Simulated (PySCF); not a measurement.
C₆ coefficients of unlike pairs at PBE

Calculated with PySCF 2.14 from the dipole response of each species, C₆(A,B) = (3/π) ∫ α_A(iu) α_B(iu) du, in atomic units, from isotropic polarisabilities. For ions this is the dispersion term alone; charge-induced terms of lower order in 1/R come first.

```json
{"species": "Ba²⁺", "configuration": "[Xe] (1S)", "basis": "aug-cc-pVDZ-X2C (8s7p5d)", "relativity": "spin-free X2C", "α (bohr³)": "9.913", "C₆ (like pair)": "61.60"}
{"species": "V⁺", "configuration": "[Ar] 3d4 (5D)", "basis": "x2c-QZVPPall with one added diffuse shell each of s, p, d, f, g type (12s8p6d4f3g)", "relativity": "spin-free X2C", "α (bohr³)": "18.62", "C₆ (like pair)": "70.86"}
{"species": "Se³⁺", "configuration": "[Ar] 3d10 4s2 4p1 (2P)", "basis": "def2-TZVPPD (7s6p5d1f)", "relativity": "none", "α (bohr³)": "6.743", "C₆ (like pair)": "22.95"}
{"species": "Hg", "configuration": "[Xe] 4f14 5d10 6s2 (1S)", "basis": "aug-cc-pVDZ-PP with ECP60MDF (5s5p4d2f)", "relativity": "core potential", "α (bohr³)": "34.55", "C₆ (like pair)": "322.1"}
```

(1) Estimate C₆ for Hg with Ba²⁺.

No spin-orbit coupling is included.

The other pairs:

| pair | C₆ |
| --- | --- |
| Hg, V⁺ | 150.6 |
| V⁺, Ba²⁺ | 62.12 |
| Hg, Se³⁺ | 83.81 |
| Se³⁺, V⁺ | 38.78 |
| Se³⁺, Ba²⁺ | 37.43 |

Answers

(1) The integral gives 134.4. The combination rule 2 C_A C_B / (C_A α_B/α_A + C_B α_A/α_B) gives 129.2 and the geometric mean 140.9.
